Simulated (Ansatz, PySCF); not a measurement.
CsF, SMILES [F][Cs] (connectivity only; charge and spin as stated), charge +1, multiplicity 2. Atoms are numbered in the order given.

```xyz
2

Cs     0.0000     0.0000    -0.3924
F      0.0000     0.0000     3.0167
```
Charge +1, spin multiplicity 2.

The structure is a stationary point at PBE0-D3(BJ)/def2-TZVPD. The spin state was assumed, not searched. The def2 effective core potentials stand for the cores of Cs; spin–orbit coupling is left out.

Two levels are set side by side: PBE-D3(BJ)/def2-TZVPD (Ansatz, a quantum-chemistry and plane-wave program) and PBE0-D3(BJ)/def2-TZVPD (Ansatz). Each level has its own optimised geometry; the coordinates shown are those of the second. Frequencies come from the Hessian of PySCF at each geometry. Differences are taken from unrounded values.

| quantity | PBE0-D3(BJ) | PBE-D3(BJ) | PBE-D3(BJ) minus PBE0-D3(BJ) |
|---|---|---|---|
| bond Cs1–F2 (Å) | 3.409 | 3.409 | 0.000 |
| highest harmonic wavenumber (cm⁻¹) | 49 | 52 | 3 |
| mean harmonic wavenumber (cm⁻¹) | 49 | 52 | 3 |
| zero-point energy (kcal/mol) | 0.07 | 0.07 | 0.00 |
